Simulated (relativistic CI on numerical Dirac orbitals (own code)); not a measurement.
# From line strength to rate: Bi⁺ 1902.34 Å (vacuum)

Problem. For 6s2 6p2 3P_2 – 6s2 6p 7s 3P°_1 of Bi⁺ a semi-empirical relativistic CI calculation gives the line strength S = 5.582 e²a₀² in the length gauge. The measured levels are 17031.70 and 69598.48 cm⁻¹ (NIST Handbook). Find gf, f, A and the partial lifetime.

Working.
1. σ = 69598.48 − 17031.70 = 52566.78 cm⁻¹, so the vacuum wavelength is 10⁸/σ = 1902.34 Å.
2. gf = 303.756 S/λ(Å) = 0.8913, log gf = -0.050; with g = 5 for the lower level, f = 0.178.
3. A = 2.02613 × 10¹⁸ S/(g_u λ³) with g_u = 3: A = 5.48 × 10^8 s⁻¹.
4. The partial lifetime for this S is 1/A = 1.83 ns; in the calculation this line carries 55 % of the decay of the upper level.

Check. The Handbook lists A = 3.55 × 10^8 s⁻¹, a tabulated value with its own uncertainty (a few per cent for the best lines, 25 % or more for others); ours lies 54 % above it. The velocity form of the same calculation gives S = 3.33, and the gap between the two forms is a rough gauge of the error in S. A miss this large is common for lines of near-neutral atoms, where core polarisation and correlation outside the CI space change S. With the computed energy (52410 cm⁻¹) in place of the measured one the rate would change by the factor (σ_calc/σ)³ = 0.99.
